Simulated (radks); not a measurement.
Values are calculated unless marked as measured or tabulated.
Problem. Level of theory: non-relativistic Kohn-Sham, exchange-only LDA, spin-unpolarised, spherical densities, point nucleus (a radial shooting solver on a logarithmic mesh with Libxc functionals). Response by self-consistent Sternheimer equations with the Hartree and adiabatic exchange-only LDA kernel. Rank Ne8+, Li+, Be2+, O6+, F7+, B3+, N5+, He, C4+ (NIST ground configurations) by static dipole polarisability, largest first.

Solution. He 1.765, Li+ 0.2197, Be2+ 0.05730, B3+ 0.02108, C4+ 0.009492, N5+ 0.004886, O6+ 0.002765, F7+ 0.001681, Ne8+ 0.001080 bohr^3.
